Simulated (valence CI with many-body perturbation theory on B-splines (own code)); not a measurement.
## N⁺: electric-dipole lines

Level of theory: configuration interaction combined with many-body perturbation theory (CI+MBPT): four valence electrons over a frozen Dirac-Fock core [He], a basis of 11 s, 11 p, 10 d, 8 f, 5 g, 2 h functions for each j, with the one-electron correlation potential Σ1 (screened to all orders), the two-electron term Σ2, the three-electron term Σ3, Breit, model QED; selected single and double excitations, second order for the rest, scaled by the run's own slope (own B-spline code, finite nucleus).

Set against measurement, 39 paired levels are off by 76 cm⁻¹ on average, the worst by 300. These come from a selection out of the NIST Handbook of Basic Atomic Spectroscopic Data. Levels without a partner in it may be off by more. Among the levels kept, up to 1700 cm⁻¹ of a level comes from second order outside the variational space, and about a tenth of that is noise between levels of different J, which matters for small intervals.

Lines 251 to 300 of 505 in falling wavelength, among levels below 28.450 eV, chosen from the strongest by gf and those to the six lowest levels. Wavelengths and rates use the calculated energies, so an error of 80 cm⁻¹ moves a line at 6595 Å by 0.53 % and its rate by three times that or more. Electric multipoles are in the length gauge, E1 and E2 with the static RPA response of the core. Weak lines are less certain than strong ones. Lines between different terms over intervals too small for the method are left out, as are lines whose strength nearly cancels. Where a level lies close to another of its J and parity, the split of strength between their lines is uncertain. The highest levels of a list are the least certain.

Names give the largest LS component (configuration and term), which can be under half, so a name can repeat, a term be missing and a line seem to break the LS rules; names also repeat where a configuration has a term twice. Letters in brackets count levels of one name in rising energy.

```csv
λ vac (Å),Upper,Lower,A (s⁻¹),S (a.u.) with core polarisation,S without
9980,2s2 2p 5g 3G°_5 [a],2s2 2p 4f 3F_4,5.10e+07,2.75e+02,2.75e+02
9972,2s2 2p 5g 3H°_4 [a],2s2 2p 4f 3F_3,5.00e+07,2.20e+02,2.20e+02
9962,2s2 2p 5f 3D_2,2s2 2p 4d 1P°_1,1.80e+07,4.40e+01,4.40e+01
9950,2s2 2p 5g 3F°_4 [a],2s2 2p 4f 1F_3,5.60e+07,2.45e+02,2.45e+02
9941,2s2 2p 5g 3G°_3,2s2 2p 4f 3F_2,5.27e+07,1.79e+02,1.79e+02
9913,2s2 2p 5f 3G_4,2s2 2p 4d 1F°_3,8.67e+06,3.75e+01,3.75e+01
9838,2s2 2p 5f 1G_4,2s2 2p 4d 1F°_3,2.81e+07,1.19e+02,1.19e+02
9828,2s2 2p 5g 3G°_5 [b],2s2 2p 4f 3F_4,1.56e+07,8.04e+01,8.04e+01
9822,2s2 2p 5g 3H°_4 [b],2s2 2p 4f 3F_3,1.44e+07,6.05e+01,6.05e+01
9792,2s2 2p 5g 3F°_4 [b],2s2 2p 4f 3F_4,4.86e+06,2.03e+01,2.03e+01
9784,2s2 2p 5g 1F°_3,2s2 2p 4f 3F_3,4.91e+06,1.59e+01,1.59e+01
9777,2s2 2p 5g 3F°_4 [b],2s2 2p 4f 1F_3,7.89e+06,3.27e+01,3.27e+01
9768,2s2 2p 5g 1F°_3,2s2 2p 4f 3F_2,7.44e+06,2.40e+01,2.40e+01
9458,2s2 2p 5f 3D_3,2s2 2p 4d 3P°_2,2.97e+07,8.66e+01,8.66e+01
9452,2s2 2p 5f 1D_2,2s2 2p 4d 3P°_1,1.25e+07,2.60e+01,2.60e+01
9407,2s2 2p 5f 3D_1,2s2 2p 4d 3P°_1,1.55e+07,1.91e+01,1.91e+01
9397,2s2 2p 5f 3D_2,2s2 2p 4d 3P°_1,1.11e+07,2.28e+01,2.28e+01
9394,2s2 2p 5f 3D_1,2s2 2p 4d 3P°_0,1.88e+07,2.31e+01,2.31e+01
9288,2s2 2p 5f 3F_4,2s2 2p 4d 3D°_3,2.11e+07,7.51e+01,7.51e+01
9274,2s2 2p 5f 1F_3,2s2 2p 4d 3D°_2,1.41e+07,3.89e+01,3.89e+01
9260,2s2 2p 5f 3F_3,2s2 2p 4d 3D°_2,1.14e+07,3.13e+01,3.13e+01
9210,2s2 2p 5f 3F_2,2s2 2p 4d 3D°_1,3.07e+07,5.92e+01,5.92e+01
9154,2s2 2p 5f 3G_4,2s2 2p 4d 3D°_3,1.43e+07,4.88e+01,4.88e+01
9128,2s2 2p 5f 3G_3,2s2 2p 4d 3D°_2,8.16e+06,2.14e+01,2.14e+01
9090,2s2 2p 5f 3D_3,2s2 2p 4d 3D°_3,7.73e+06,2.00e+01,2.00e+01
8995,2s2 2p 5f 1F_3,2s2 2p 4d 1D°_2,1.95e+07,4.92e+01,4.92e+01
8991,2s2 2p 5s 3P°_2,2s2 2p 4p 3P_2,1.63e+07,2.93e+01,2.93e+01
8858,2s2 2p 5f 3G_3,2s2 2p 4d 1D°_2,1.09e+07,2.62e+01,2.62e+01
8846,2s2 2p 5f 3F_4,2s2 2p 4d 3F°_3,1.40e+07,4.29e+01,4.29e+01
8779,2s2 2p 5f 3F_3,2s2 2p 4d 3F°_2,2.18e+07,5.10e+01,5.10e+01
8758,2s2 2p 5f 3G_4,2s2 2p 4d 3F°_4,4.84e+06,1.44e+01,1.44e+01
8736,2s2 2p 5s 3P°_1,2s2 2p 4p 3D_2,2.49e+07,2.45e+01,2.45e+01
8724,2s2 2p 5f 3G_4,2s2 2p 4d 3F°_3,1.16e+07,3.41e+01,3.41e+01
8717,2s2 2p 5f 3G_5,2s2 2p 4d 3F°_4,3.77e+07,1.35e+02,1.35e+02
8678,2s2 2p 5s 3P°_2,2s2 2p 4p 3D_3,2.54e+07,4.10e+01,4.10e+01
8666,2s2 2p 5f 1G_4,2s2 2p 4d 3F°_3,1.05e+07,3.05e+01,3.05e+01
8660,2s2 2p 5f 3G_3,2s2 2p 4d 3F°_2,1.32e+07,2.97e+01,2.97e+01
8447,2s2 2p 3d 1P°_1,2s2 2p 3p 1S_0,2.09e+07,1.86e+01,1.86e+01
7904,2s2 2p 5s 1P°_1,2s2 2p 4p 1P_1,2.09e+07,1.53e+01,1.53e+01
6861,2s2 2p 4p 3S_1,2s2 2p 3d 3P°_2,2.11e+07,1.01e+01,1.01e+01
6677,2s2 2p 4p 1P_1,2s2 2p 3d 1D°_2,2.55e+07,1.12e+01,1.12e+01
6596,2s2 2p 6g 3G°_5 [a],2s2 2p 4f 3G_4,6.98e+06,1.09e+01,1.09e+01
6595,2s2 2p 3d 1F°_3,2s2 2p 3p 1D_2,6.11e+07,6.06e+01,6.06e+01
6591,2s2 2p 6g 3F°_3,2s2 2p 4f 3D_2,1.86e+07,1.84e+01,1.84e+01
6582,2s2 2p 6g 3F°_2,2s2 2p 4f 3D_1,1.67e+07,1.18e+01,1.18e+01
6569,2s2 2p 6g 3F°_4 [b],2s2 2p 4f 3D_3,1.50e+07,1.89e+01,1.89e+01
6568,2s2 2p 6g 3G°_3 [b],2s2 2p 4f 1D_2,1.42e+07,1.39e+01,1.39e+01
6558,2s2 2p 6g 1H°_5,2s2 2p 4f 1G_4,2.12e+07,3.25e+01,3.25e+01
6550,2s2 2p 6g 3H°_6,2s2 2p 4f 3G_5,2.20e+07,3.97e+01,3.97e+01
6527,2s2 2p 6g 3G°_5 [b],2s2 2p 4f 3G_4,1.36e+07,2.05e+01,2.05e+01
```
